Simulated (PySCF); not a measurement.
Telling isomers of C$_{8}$H$_{9}$F$_{3}$ apart by NMR

PySCF 2.14.0 with density-fitted response routines calculation with geometry: GFN2-xTB and NMR shieldings at PBE0/pcSseg-1/GIAO; relativity neglected, no solvent model, one conformer, averaged over atoms made equivalent by symmetry, fast rotation or ring inversion.

δ = σ(ref) − σ, references computed at the same level: TMS for 1H (σ = 31.72 ppm), 13C (σ = 186.93 ppm). Splittings of carbon signals by F and P are missing where no couplings were computed. Where no couplings were computed, multiplicities follow the n + 1 count of equivalent neighbours, and m marks all less simple cases (inequivalent or close neighbours, rings, F or P nearby). Shifts are as computed. Against solution values, carbons near 30 ppm lie about +3 ppm off and those near 130 ppm about +5 ppm. Of 1211 compounds with measured shifts, 218 miss one by over three times the rms of a fit or turn the order of signals round; such compounds aren't used in these exercises.

(1) Tabulate the signals of `C=C[C@@H]1CC(=C)[C@@H]1C(F)(F)F`, `C=C(/C=C\C)C(=C)C(F)(F)F`, `CC/C=C/C#CCC(F)(F)F`, `C=CC(C=C)/C=C\C(F)(F)F` and their relative energies.

(2) What is the quickest way to tell C=C(/C=C\C)C(=C)C(F)(F)F from CC/C=C/C#CCC(F)(F)F?

(3) What is the quickest way to tell C=C(/C=C\C)C(=C)C(F)(F)F from C=CC(C=C)/C=C\C(F)(F)F?

(4) What is the quickest way to tell CC/C=C/C#CCC(F)(F)F from C=CC(C=C)/C=C\C(F)(F)F?

Answers

(1) 
| SMILES | carbon types | δC | δH | E rel. (kcal/mol) |
| --- | --- | --- | --- | --- |
| C=C[C@@H]1CC(=C)[C@@H]1C(F)(F)F | 2×C 3×CH 3×CH2 | 148.4, 147.6, 135.3, 125.2, 121.2, 52.6, 37.6, 37.6 | 6.42 (m, 1H), 5.76 (br s, 1H), 5.55 (br s, 1H), 5.49 (m, 1H), 5.45 (m, 1H), 3.52 (m, 1H), 3.07 (m, 1H), 3.06 (m, 1H), 2.73 (m, 1H) | 1.5 |
| C=C(/C=C\C)C(=C)C(F)(F)F | 3×C 2×CH 2×CH2 1×CH3 | 147.8, 146.4, 140.1, 136.9, 133.1, 130.4, 126.9, 21.9 | 6.55 (d, 1H), 6.34 (m, 1H), 6.04 (br s, 1H), 6.01 (m, 1H), 5.90 (m, 1H), 5.67 (br s, 1H), 1.64 (d, 3H) | 0.0 |
| CC/C=C/C#CCC(F)(F)F | 3×C 2×CH 2×CH2 1×CH3 | 158.6, 134.5, 114.5, 91.5, 86.6, 33.2, 30.2, 16.8 | 6.58 (m, 1H), 5.75 (d, 1H), 3.24 (m, 2H), 2.22 (m, 2H), 1.10 (t, 3H) | 5.5 |
| C=CC(C=C)/C=C\C(F)(F)F | 1×C 5×CH 2×CH2 | 154.2, 145.6, 132.8, 125.0, 123.0, 59.1 | 6.28 (m, 1H), 5.93 (m, 2H), 5.79 (m, 1H), 5.59 (m, 2H), 5.38 (m, 2H), 4.05 (m, 1H) | 7.2 |

Energies are electronic energies at PBE0/pcSseg-1 on these geometries, without zero-point or thermal terms, each for the one conformer computed, which needn't be the lowest.

(2) Both give the same number of carbon signals, with the same numbers of each carbon type, so the positions decide. The first has a terminal =CH2 carbon at 130.4 ppm, the second an allylic sp3 CH2 at 33.2 ppm. Their most deshielded carbons lie at 147.8 and 158.6 ppm.

(3) Count the carbon signals: 8 against 6. The first has an allylic methyl carbon (CH3) at 21.9 ppm, the second an allylic sp3 CH at 59.1 ppm. Their most deshielded carbons lie at 147.8 and 154.2 ppm.

(4) Count the carbon signals: 8 against 6. The first has an allylic sp3 CH2 at 33.2 ppm, the second a terminal =CH2 carbon at 123.0 ppm. Their most deshielded carbons lie at 158.6 and 154.2 ppm.
